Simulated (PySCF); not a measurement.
# Molybdenum: a sound run and one with changed settings

Sound run: Mo⁺ [Kr] 4d5, Mo²⁺ [Kr] 4d4. Computed with PySCF 2.14 in def2-SVP with the def2 core potential (28 electrons) (5s3p2d1f, 31 functions), with a scalar-relativistic core potential. In the sound run the correlated levels freeze 4s2 4p6 outside the core potential. The sound run starts from symmetry-adapted Hartree-Fock orbitals and uses a fine grid where one is needed.

Changed run: initial guess minao, at most 50 SCF cycles.

| species | method | sound run (hartree) | changed run (hartree) | converged |
| --- | --- | --- | --- | --- |
| Mo⁺ | UHF | -67.31381 | -67.31381 | yes |
| Mo⁺ | BP86 | -67.88135 | -67.88135 | yes |
| Mo⁺ | PBE | -67.82415 | -67.82415 | yes |
| Mo⁺ | MP2 | -67.35196 | -67.35196 | yes |
| Mo²⁺ | UHF | -66.75994 | -66.75994 | yes |
| Mo²⁺ | BP86 | -67.27720 | -67.27821 | yes |
| Mo²⁺ | PBE | -67.22172 | -67.21931 | no |
| Mo²⁺ | MP2 | -66.78114 | -66.78114 | yes |

Ionisation energy of Mo⁺:

```csv
method,sound run (eV),changed run (eV)
UHF,15.072,15.072
BP86,16.440,16.412
MP2,15.533,15.533
SCS-MP2,15.225,15.225
```

Where the changed run lies lower, it found another determinant of the same configuration, with other orbitals of the open shell filled.

For comparison, NIST gives 16.16 ± 0.12 eV between the lowest levels.
